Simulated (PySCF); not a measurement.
A structure optimised at PBE-D3(BJ)/def2-SVP, used in a PySCF frequency run:

```xyz
5

Cl    -1.9021    -1.0982     1.4809
Sn     0.0000     0.0000     0.6467
Cl     1.9021    -1.0982     1.4809
Cl     0.0000     2.1964     1.4808
I      0.0000     0.0000    -2.0351
```

Question: Write its SMILES and formula.

Answer: [Cl][Sn]([Cl])([Cl])[I], Cl₃ISn

Question: What are its rotational constants (standard atomic weights)?

Answer: 0.98508, 0.47527, 0.47527 GHz
